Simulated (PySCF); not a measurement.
## Trend along group 15: MGe anions

PBE0 with triple-zeta basis sets in PySCF, for the lowest determinant that a PBE0 search found; no spin–orbit coupling. De refers to high-spin ground-configuration atoms (the charge goes to the atom of lower measured ionisation energy or higher electron affinity, which is not always the lowest computed limit). A positive dipole points towards Ge; it is taken about the centre of mass and depends on that origin.

```csv
M,basis,charged atom,state (unpaired electrons),Re (Å),ωe (cm⁻¹),De (eV),μ (D)
N,def2-TZVPPD,Ge−,singlet (closed shell),1.668,1013,n/a,3.93
P,def2-TZVPPD,Ge−,singlet (closed shell),2.064,560,n/a,2.83
As,def2-TZVPPD,Ge−,singlet (closed shell),2.158,405,n/a,0.70
```

The shortest bond is that of GeN⁻ (1.668 Å), the longest that of GeAs⁻ (2.158 Å).

De is n/a where a free atom or ion gave no sound limit at this level.

Down a group bonds as a rule get longer and wavenumbers fall, partly through the reduced mass; this series shows no clear exception.
